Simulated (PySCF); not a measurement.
# Radiative rates from a computed spectrum

Species: C4H5B.
InChI=1S/C4H5B/c1-2-3-4-5/h1,3-4H,5H2/b4-3-

Computed with PySCF 2.14.0, density-fitted response routines, TDDFT B3LYP/def2-SVPD, vertical, gas phase, core orbitals frozen in the response. Isolated species at its PBE0-D3(BJ)/def2-SVP geometry, gas phase.

For one non-degenerate pair of states in vacuum, A = 0.6670 f ν̃² s⁻¹ with ν̃ in cm⁻¹, τ = 1/A, |μ|² = 3f / (2ΔE) in atomic units, and the integrated cross-section is ∫σ dE = 109.76 f Mb·eV.

These lifetimes count emission to the ground state at the vertical energy alone; relaxation of the geometry and all other decay channels are left out.

Energies and rates of the computed singlets with f of 0.002 or more:

```json
{"state": "S2", "ν̃ (cm⁻¹)": "35290", "A (s⁻¹)": "2.14×10⁸"}
{"state": "S4", "ν̃ (cm⁻¹)": "42790", "A (s⁻¹)": "2.89×10⁶"}
{"state": "S6", "ν̃ (cm⁻¹)": "52080", "A (s⁻¹)": "2.00×10⁸"}
{"state": "S7", "ν̃ (cm⁻¹)": "53790", "A (s⁻¹)": "6.59×10⁷"}
{"state": "S10", "ν̃ (cm⁻¹)": "61890", "A (s⁻¹)": "3.20×10⁸"}
```

Problem. Go back from the rates to the oscillator strengths and transition dipoles.

Solution. f = A / (0.6670 ν̃²), and |μ| follows from f:

```csv
state,f,|μ| (D),τ,"main configurations (H = HOMO, L = LUMO)"
S2,0.257,3.94,4.7 ns,H→L (94%)
S4,0.0024,0.34,350 ns,H-3→L (99%)
S6,0.110,2.12,5 ns,"H-4→L (71%), H-1→L+2 (12%), H→L+1 (10%)"
S7,0.034,1.16,15 ns,"H→L+1 (61%), H-4→L (20%), H-1→L+2 (13%)"
S10,0.125,2.07,3.1 ns,"H-1→L+3 (46%), H-1→L+2 (40%)"
```

Problem. What is the integrated cross-section of all computed states together?

Solution. Σf = 0.530 over S1 to S10, so 109.76 × Σf ≈ 58.2 Mb·eV.

Problem. Suppose S2 emitted 0.3 eV lower with the same transition dipole. How would A change?

Solution. At fixed |μ|, A goes as the cube of the energy: (4.08/4.38)³ = 0.81, which makes τ about 5.8 ns.

Problem. By what factor does the largest A in the list exceed the smallest?

Solution. S10 has 110 times the rate of S4.

All these states lie below the vertical ionisation energy of 9.64 eV (ΔSCF).
